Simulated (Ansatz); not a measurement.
InP (SMILES [P]=[In]), triplet, at a GFN2-xTB geometry (such geometries of metal compounds can be far from the true shape) (core potentials on In); HF/def2-TZVP (Ansatz, a quantum-chemistry and plane-wave program).

The Ansatz input:
Ansatz 0.2 input:
```yaml
crystal:
  periodic: [false, false, false]
  atoms:
    - {symbol: In, position_ang: [-0.00000000, -0.00000000, -0.61389725]}
    - {symbol: P, position_ang: [0.00000000, 0.00000000, 2.00539769]}
basis:
  gaussian:
    orbitals: def2-TZVP
hamiltonian:
  xc: hf
magnetization: {spin_polarized: true, initial_magnetization: 2}
```

Task: What does Ansatz print? Leave out banner, timings and long lists.

Result: 
```
Functional definition: HF
884 factors; their error is unknown
mean field evaluation 1: about -14418.5931 eV, gradient 1.0e1 eV
mean field evaluation 2: about -14419.4932 eV, gradient 7.1e0 eV
mean field evaluation 4: about -14419.8552 eV, gradient 6.0e-1 eV
mean field evaluation 8: about -14419.8649 eV, gradient 1.3e-1 eV
mean field evaluation 16: about -14420.1229 eV, gradient 2.5e-5 eV
mean field evaluation 32: about -14420.6893 eV, gradient 1.9e-5 eV
mean field evaluation 64: about -14420.3435 eV, gradient 1.4e0 eV
mean field evaluation 96: about -14418.1868 eV, gradient 3.6e0 eV
mean field evaluation 128: about -14419.8655 eV, gradient 8.0e-2 eV
mean field evaluation 160: about -14416.3690 eV, gradient 5.5e0 eV
mean field evaluation 192: about -14409.1349 eV, gradient 1.2e1 eV
mean field -14420.68925233 eV, -529.9505553288 hartree, gradient 4.2e-6 eV, S^2 2.021679; 5 other end points of the search recorded, 0 dependent functions left out
reference -14420.68925233 eV, -529.9505553288 hartree; 19, 17 occupied and 68, 70 virtual orbitals, 884 factors
Total energy: -14420.68925233 eV, -529.9505553288 hartree
```
